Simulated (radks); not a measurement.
Ionisation of the neodymium ion Nd+, [Xe] 4f4 6s1, to [Xe] 4f4 as the strength of local exchange is varied. All-electron calculation, scalar-relativistic Kohn-Sham, Slater X-alpha exchange (alpha = 2/3 is LDA exchange), no correlation, spin-unpolarised, spherical densities, finite nucleus; Fermi nuclear charge, rms radius 4.9123 fm. Program: a radial shooting solver on a logarithmic mesh with Libxc functionals.

alpha,E(Nd+) (hartree),exchange (hartree),IE (eV),-e of the level emptied (eV),<r> of it (bohr)
0.611,-9593.0174,-191.3330,9.897,7.345 (6s),4.107
0.629,-9598.6745,-197.0895,9.976,7.424 (6s),4.091
0.667,-9610.6286,-209.2638,10.146,7.596 (6s),4.057
0.832,-9662.7105,-262.4647,10.924,8.389 (6s),3.912
0.912,-9688.0647,-288.4568,11.322,8.798 (6s),3.843

NIST Atomic Spectra Database: 10.78 eV (semi-empirical). The Delta-SCF value meets it near alpha = 0.80. Spin polarisation and multiplet splitting are left out, so open shells lie too high by an amount that depends on their filling. Spin-orbit splitting is averaged out at the scalar-relativistic level.

Beside tabulated values, note that spin-unpolarised runs miss the spin-polarisation part of the exchange energy of open shells.
